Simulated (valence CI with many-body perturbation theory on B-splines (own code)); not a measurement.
**Level structure of Hg49+**

Method: configuration interaction combined with many-body perturbation theory (CI+MBPT): three valence electrons over a frozen Dirac-Fock core [Ar] 3d10, radial functions for each j: 11 s, 11 p, 9 d, 7 f, 5 g, 2 h, 1 i, with the one-electron correlation potential Σ1 (screened to all orders), the two-electron term Σ2, the three-electron term Σ3, Breit, model QED; selected single and double excitations, second order for the rest (own B-spline code, finite nucleus).

No measured spectrum was set against this ion. As an estimate, large intervals hold to a few tenths of a per cent, small ones and those within an open d or f shell to about a per cent.

Levels 46 to 67 of 67, with energies above the lowest level, (4s^2 4p1/2) J=1/2. "Leading %" is the weight of the configuration and term that name the level; weights of strongly mixed levels are sums over their largest components and can fall short. In the jj column 3d3/2^4 stands for four electrons in 3d with j = 3/2. Lifetimes count E1, E2, E3, M1 and M2 decay at the calculated energies, and are blank where another channel may lead or the interval is too uncertain; long ones can be off by a factor of two.

| No. | Configuration | Term | J | E (eV) | Leading % | Lifetime | g | Leading jj |
| --- | --- | --- | --- | --- | --- | --- | --- | --- |
| 46 | 4s4p4f | ⁴D | 7/2 | 660.26 | 33 | 4.54 ps | 1.201 | 4s 4p1/2 4f7/2 (96 %) |
| 47 | 4s4p4f | ²D | 5/2 | 660.90 | 25 | 2.61 ps | 1.034 | 4s 4p1/2 4f5/2 (94 %) |
| 48 | 4s4p4f | ⁴F | 3/2 | 661.91 | 53 | 2.31 ps | 0.635 | 4s 4p1/2 4f5/2 (96 %) |
| 49 | 4s4p4f | ²G | 9/2 | 667.66 | 35 | 4.79 ps | 1.192 | 4s 4p1/2 4f7/2 (98 %) |
| 50 | 4s4p4f | ²G | 7/2 | 669.64 | 36 | 3.60 ps | 1.086 | 4s 4p1/2 4f7/2 (94 %) |
| 51 | 4s4p4f | ²D | 5/2 | 670.91 | 35 | 2.58 ps | 1.056 | 4s 4p1/2 4f7/2 (91 %) |
| 52 | 4p³ | ²P° | 3/2 | 688.94 | 50 | 350 fs | 1.279 | 4p3/2^3 (93 %) |
| 53 | 4p²4d | ²F | 5/2 | 690.09 | 52 | 1.37 ps | 0.946 | 4p1/2 4p3/2 4d3/2 (93 %) |
| 54 | 4p²4d | ⁴F | 3/2 | 692.19 | 40 | 997 fs | 0.911 | 4p1/2 4p3/2 4d3/2 (98 %) |
| 55 | 4p²4d | ⁴D | 1/2 | 692.44 | 81 | 1.07 ps | 0.162 | 4p1/2 4p3/2 4d3/2 (99 %) |
| 56 | 4p²4d | ²G | 7/2 | 699.54 | 42 | 964 fs | 1.046 | 4p1/2 4p3/2 4d3/2 (83 %) |
| 57 | 4p²4d | ²D | 3/2 | 710.40 | 41 | 373 fs | 1.147 | 4p1/2 4p3/2 4d3/2 (94 %) |
| 58 | 4p²4d | ⁴P | 1/2 | 712.77 | 36 | 402 fs | 1.750 | 4p1/2 4p3/2 4d3/2 (95 %) |
| 59 | 4p²4d | ²D | 5/2 | 713.07 | 31 | 387 fs | 1.200 | 4p1/2 4p3/2 4d3/2 (81 %) |
| 60 | 4p²4d | ⁴D | 7/2 | 723.26 | 47 | 1.05 ps | 1.306 | 4p1/2 4p3/2 4d5/2 (98 %) |
| 61 | 4p²4d | ²G | 9/2 | 726.81 | 61 | 1.70 ps | 1.182 | 4p1/2 4p3/2 4d5/2 (94 %) |
| 62 | 4p²4d | ²P | 3/2 | 729.95 | 49 | 917 fs | 1.368 | 4p1/2 4p3/2 4d5/2 (95 %) |
| 63 | 4p²4d | ²D | 5/2 | 731.41 | 40 | 1.02 ps | 1.130 | 4p1/2 4p3/2 4d5/2 (93 %) |
| 64 | 4p²4d | ²F | 7/2 | 742.91 | 54 | 815 fs | 1.099 | 4p1/2 4p3/2 4d5/2 (86 %) |
| 65 | 4p²4d | ²D | 5/2 | 744.47 | 32 | 573 fs | 1.218 | 4p1/2 4p3/2 4d5/2 (87 %) |
| 66 | 4p²4d | ²D | 3/2 | 746.11 | 61 | 871 fs | 0.912 | 4p1/2 4p3/2 4d5/2 (94 %) |
| 67 | 4p²4d | ²P | 1/2 | 746.80 | 57 | 904 fs | 1.167 | 4p1/2 4p3/2 4d5/2 (95 %) |
